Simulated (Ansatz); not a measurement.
Stepwise reaction of `C=C[SiH](Cl)N[SiH2]Cl` with hydrogen fluoride, as a gas-phase model of exchange steps in deposition or etching. ΔE in kJ/mol.

Program: Ansatz. Geometries: PBE0-D4/def2-TZVP. ΔE: electronic, gas phase. CCSD(T)/CBS adds triple-zeta CCSD(T) − MP2 to the extrapolated MP2 energy (def2 sets, frozen cores). This one scheme is used for every species. Functionals use def2-TZVPP. B3LYP here is the variant with VWN-RPA as its local correlation; programs differ in this. Each species was taken in one conformer, which may not be the lowest.

```
step                                                      reaction  PBE-D4  B3LYP-D4  ωB97M-V  CCSD(T)/CBS
   1  `C=C[SiH](Cl)N[SiH2]Cl` + H–F → `C=C[SiH](F)N[SiH2]Cl` + HCl   -38.7     -48.0    -47.2        -43.5
   2    `C=C[SiH](F)N[SiH2]Cl` + H–F → `C=C[SiH](F)N[SiH2]F` + HCl   -35.3     -44.6    -43.8        -41.1
```

**Question.** By hand: ΔE of the 2 steps together at CCSD(T)/CBS.

**Answer.** (-43.5) + (-41.1) = -84.6 kJ/mol, or -42.3 kJ/mol a step.

In ΔE the steps differ by no more than 2.4 kJ/mol. All are downhill at CCSD(T)/CBS. PBE-D4 differs from CCSD(T)/CBS by 4.8 to 5.8 kJ/mol a step. Isolated molecules leave out the surface, adducts and barriers. Largest T1 diagnostic: 0.012.
